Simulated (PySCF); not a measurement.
**TlF₂⁻: from structure and modes to constants**

These are results of PBE0 in PySCF with Tl def2-TZVPD with ECP60, F def2-TZVPD; scalar-relativistic core potentials, no spin–orbit coupling; density-fitted integrals, not measurements.

The singlet minimum has C2v symmetry. Masses (u): Tl 204.97441, F 18.99840.

```xyz
3
charge -1 multiplicity 1, angstrom
Tl    0.0000    0.0000   -0.2260
F     1.6989    0.0000    1.1864
F    -1.6989    0.0000    1.1864
```

Harmonic wavenumbers (cm⁻¹): 117.4 (a1, ×1), 343.0 (b2, ×1), 365.6 (a1, ×1).

(1) Find the principal moments of inertia and the rotational constants. What kind of rotor is it?

(2) What is the harmonic zero-point energy?

(3) Find the vibrational entropy and heat capacity at 298.15 K.

(4) Give the standard entropy (298.15 K, 1 bar) by its translational, rotational, vibrational and spin parts, and Cp.

Answers

(1) About the centre of mass I = 63.945, 109.67, 173.61 u Å². With B = 16.8576/I this gives 0.2636, 0.1537, 0.0971 cm⁻¹. The molecule is an asymmetric top with κ = -0.32.

(2) Half the sum of all 3 wavenumbers, 826/2 = 413 cm⁻¹, which is 4.9 kJ/mol (1 cm⁻¹ = 0.0119627 kJ/mol).

(3) With u = 1.43878 ω/T, each mode gives S = R[u/(eᵘ−1) − ln(1−e⁻ᵘ)] and C = R u² eᵘ/(eᵘ−1)².
```
ω (cm⁻¹)      u  S (J/(mol K))  C (J/(mol K))
   117.4  0.567          13.15           8.10
   343.0  1.655           5.01           6.65
   365.6  1.764           4.59           6.46
```
The sums over all modes are S = 22.8 and C = 21.2 J/(mol K); the softest mode gives 58 % of the entropy.

(4) Sackur–Tetrode with M = 242.97 u gives 177.4; rotation with symmetry number 2 gives 101.0; vibration 22.8; spin R ln 1 = 0.0. The total is 301.1 J/(mol K), and Cp = 4 R + 21.2 = 54.5 J/(mol K).

Other isomers or separated fragments may lie lower. The lowest empty level of this anion is unbound, so it and the gap depend on the basis. Spin–orbit coupling, left out here, can matter for elements this heavy.
